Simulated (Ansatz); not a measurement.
Cost and result for the atomization energy of BFGaHS (`F[B]1[S][GaH]1`) (5 atoms, 5 bonds).

| atom | x (Å) | y (Å) | z (Å) |
| --- | --- | --- | --- |
| F1 | -1.154 | -1.731 | -0.938 |
| B2 | -0.612 | -0.644 | -0.444 |
| S3 | -1.095 | 1.046 | -0.360 |
| Ga4 | 0.924 | 0.198 | 0.517 |
| H5 | 1.937 | 1.130 | 1.225 |

Charge 0, multiplicity 1. Correlated methods include outer-core shells of Ga, which these sets cover unevenly. Scalar relativity is left out up to krypton. The geometry is a stationary point of PBE0-D4/def2-TZVP. Program: Ansatz. All runs use 2 threads of an Arm Neoverse V1 on a shared host. Times are those of one run each, without the atoms' runs, and a repeat can differ threefold. Electronic energies, without spin–orbit coupling; frozen cores. CCSD(T)/CBS adds CCSD(T) − MP2 in def2-TZVPP to the MP2 limit, and its time is that of the two runs behind it. T1 = 0.016. With those shells the extrapolation isn't a true limit. B3LYP takes the VWN-RPA correlation (the form of Gaussian; ORCA's B3LYP/G).

CCSD(T)/CBS is a level of theory with its own doubt, some kJ/mol a heavy atom from the limit and from the frozen cores, so smaller differences don't rank the functionals.

```csv
level,functions,wall time,atomization (kcal/mol),difference from CCSD(T)/CBS,per bond
revPBE-D4/def2-TZVPP,166,2.2 s,399.0,1.9,0.4
BLYP-D4/def2-TZVPP,166,2.2 s,395.4,-1.7,-0.3
PBE-D4/def2-TZVPP (with forces),166,2.5 s,413.7,16.6,3.3
CCSD(T)/def2-SVP,83,3.3 s,373.3,-23.8,-4.7
CAM-B3LYP-D4/def2-TZVPP,166,3.8 s,394.6,-2.5,-0.5
B3LYP-D4/def2-TZVPP (with forces),166,4 s,392.8,-4.3,-0.9
B2PLYP/def2-TZVPP,166,5.5 s,392.3,-4.8,-0.9
PBE-QIDH/def2-TZVPP,166,5.5 s,399.9,2.8,0.6
r2SCAN-D4/def2-TZVPP (with forces),166,6 s,407.9,10.8,2.2
ωB97M-V/def2-TZVPP (with forces),166,12 s,398.8,1.7,0.3
MP2/def2-QZVPP,303,15 s,411.6,14.5,2.9
CCSD(T)/def2-TZVPP,166,48 s,387.0,-10.1,-2.0
CCSD(T)/CBS(def2),–,63 s,397.1,0.0,0.0
```

From r2SCAN to r2SCAN0 (25 % exact exchange), in def2-TZVPP and without D4, the atomization energy moves by −12.4 kcal/mol: exact exchange takes away binding that semilocal exchange gives to molecules. The D4 term adds +4.8 kcal/mol with B3LYP and +2.5 kcal/mol with PBE0; it sums over pairs of atoms, weighted by their polarisabilities, and B3LYP, whose exchange is more repulsive, gets the larger term. In def2-TZVPP, CCSD(T) changes the Hartree–Fock value by +107.7 kcal/mol (the triples alone add +11.1 kcal/mol) and MP2 by +126.4 kcal/mol; breaking electron pairs costs correlation energy, which Hartree–Fock lacks.
